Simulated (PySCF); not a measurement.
Scan of O₂Zr, singlet: symmetric bend, bond length relaxed. Scanned: O-Zr-O angle. Other coordinates (Zr-O bond length) were minimised at PBE0/def2-TZVP.

The free coordinates were minimised at PBE0/def2-TZVP in PySCF; the energy column is CCSD(T) on RHF/def2-TZVP, 2 core orbitals frozen, def2 effective core potentials past Kr (PySCF), in kJ/mol.

```csv
a / °,Zr-O bond length / Å,E
180,1.847,204.4
170,1.843,193.1
160,1.832,162.7
150,1.817,121.6
140,1.801,78.3
130,1.785,40.0
120,1.773,12.4
110,1.763,0.0
100,1.757,7.3
90,1.755,40.2
80,1.763,108.6
```
